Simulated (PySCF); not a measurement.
**Field gradients at the hydrogen positions**

C5H4F4O2.
Structure used (PBE0-D3(BJ)/def2-SVP), in Å, numbered top down from 1:
```
atom  x, y, z in Å
F1    -0.624   -2.108    0.287
C2    -0.999   -0.852    0.668
C3    -2.133   -0.301   -0.132
C4    -1.739    0.857   -0.664
O5    -0.471    1.232   -0.358
C6     0.124    0.188    0.379
O7     1.118   -0.435   -0.381
C8     2.355    0.092   -0.336
F9     3.138   -0.649   -1.089
F10    2.842    0.101    0.910
F11    2.392    1.347   -0.775
H12   -1.214   -0.893    1.750
H13   -3.104   -0.776   -0.245
H14   -2.280    1.563   -1.295
H15    0.561    0.623    1.289
```

Level: PBE0/pcSseg-1 (PySCF, non-relativistic); Q(2H) = 0.00286 b; rigid geometry, the same for H and D, with no vibrational averaging.

Problem. Rank these positions by the coupling χzz of a deuteron there, largest first.
A. H14 (vinylic hydrogen)
B. H13 (vinylic hydrogen)
C. H15 (methine hydrogen)

Solution. B (214 kHz), A (203 kHz), C (180 kHz).

Problem. Give the electric field gradient Vzz (the principal value of largest size), its asymmetry and the 2H coupling at each hydrogen.

Solution. 
```
atom  bonded to  bond length (Å)  Vzz (au)     η  χzz (kHz)
 H12         C2            1.104    0.2692  0.06        181
 H13         C3            1.087    0.3179  0.09        214
 H14         C4            1.090    0.3021  0.07        203
 H15         C6            1.099    0.2674  0.06        180
```

Problem. A static deuteron (I = 1) shows a doublet split by (3/2)χ, (3/4)χ(1 + η) and (3/4)χ(1 − η) with the field along z, y and x of the gradient. What are these for H13?

Solution. With |χ| = 213.6 kHz and η = 0.088: 320, 174 and 146 kHz, to first order and without motion.

Isolated species at its PBE0-D3(BJ)/def2-SVP geometry (one conformer only). These gradients aren't converged with respect to the basis.
